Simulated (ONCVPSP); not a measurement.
# Configuration tests for lanthanum (La) (ONCV)

ONCVPSP 4.0.1 input, shortened (lines: element, Z, core and valence counts, functional; n l f; lmax; l rc ep ncon nbas qcut; lloc lpopt rc5 dvloc0; l nproj debl; icmod fcfact rcfact), PBE, scalar-relativistic:

```
  La 57.00    9    5        4      upf
    1    0    2.00
    2    0    2.00
    2    1    6.00
    3    0    2.00
    3    1    6.00
    3    2   10.00
    4    0    2.00
    4    1    6.00
    4    2   10.00
    5    0    2.00
    5    1    6.00
    5    2    1.00
    6    0    1.50
    6    1    0.50
    3
    0    2.60    0.00    4    8    5.70
    1    2.95    0.00    4    7    4.00
    2    3.10    0.00    4    8    5.20
    3    2.65    0.02    4    8    4.10
    4    5    1.80   -1.00
    0    2    4.00
    1    2    2.40
    2    2    3.60
    3    2    0.90
    3    2.00    1.30
```

In the f channel the program set the typed energies aside and used -0.180, 0.720 Ha.

Energies are relative to the spin-unpolarised reference configuration 5s2 5p6 5d1 6s1.5 6p0.5; without spin polarisation the order of configurations can differ from experiment.

```tsv
valence configuration	charge	ΔE all-electron (eV)	error AE − PS (meV)
5s2 5p6 5d1 6s2 6p0	0	-1.176	0.0
5s2 5p6 5d1 6s1 6p0	+1	4.790	-1.1
5s2 5p6 5d1 6s0 6p0	+2	15.678	-3.3
```

Task: What are ΔE and the potential's error for 5s2 5p6 5d0 6s2 6p1?

Result: ΔE = 1.131 eV all-electron; the error (AE − PS) is -2.8 meV.

Note: no bound ghost flagged but for a GHOST(-) flag that falls on a real empty level of the atom; GHOST(+) flagged for s at 55.5 eV.
